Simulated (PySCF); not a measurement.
# Magnetisability: `C=C(OC)OCF`, C4H7FO2

Cartesian coordinates in Å; atom numbers follow the order of the lines, from 1:
```xyz
14

C    -0.3675    1.7899   -0.1466
C     0.2008    0.5951   -0.0513
O     1.5363    0.4474   -0.1837
C     2.0802   -0.8490   -0.0346
O    -0.4524   -0.6055    0.1674
C    -1.8169   -0.6304    0.0875
F    -2.4025   -0.0433    1.1796
H     0.2506    2.6459   -0.3294
H    -1.4176    1.9493   -0.0115
H     3.1550   -0.7246   -0.1499
H     1.8568   -1.2607    0.9524
H     1.7019   -1.5323   -0.7998
H    -2.2035   -0.0989   -0.7956
H    -2.1219   -1.6833    0.0935
```

Level of theory: PySCF, GIAO B97-2/6-31G magnetisability, rotational g tensor and spin-rotation constants, non-relativistic, gas phase. Geometry: GFN2-xTB.

Q: What are the magnetisability and the molar susceptibility?

A: Isotropic -978 × 10⁻³⁰ J/T², or -58.9 × 10⁻⁶ cm³/mol; principal values -1053, -1002, -881 × 10⁻³⁰ J/T², anisotropy 153 × 10⁻³⁰ J/T² (root of half the summed squared differences of the principal values). The susceptibility is in cgs units.

Q: Split it along the inertial axes a, b, c into diamagnetic and paramagnetic parts about the centre of mass, with the quadrupole moment.

A: 
| axis | χ (10⁻⁶ cm³/mol) | diamagnetic (10⁻⁶ cm³/mol) | paramagnetic (10⁻⁶ cm³/mol) | summed x² of all electrons (Å²) | quadrupole Θ (D Å) |
| --- | --- | --- | --- | --- | --- |
| a | -56.1 | -324.3 | 268.2 | 158.3 | -0.43 |
| b | -59.2 | -744.0 | 684.8 | 59.4 | +2.19 |
| c | -61.5 | -923.8 | 862.3 | 17.0 | -1.76 |

Anisotropies 2χaa − χbb − χcc = +8.5 and 2χbb − χaa − χcc = -0.8 × 10⁻⁶ cm³/mol. Θ is traceless in Buckingham's convention.

Q: And the rotational g tensor?

A: 
```
axis  rotational constant (GHz)        g  nuclear part  electronic part
   a                     5.1925  -0.0353        0.6190          -0.6543
   b                     1.7353  -0.0106        0.5477          -0.5583
   c                     1.3937  -0.0054        0.5592          -0.5646
```
Asymmetric top; isotopes 12C, 19F, 1H, 16O; no vibrational averaging.
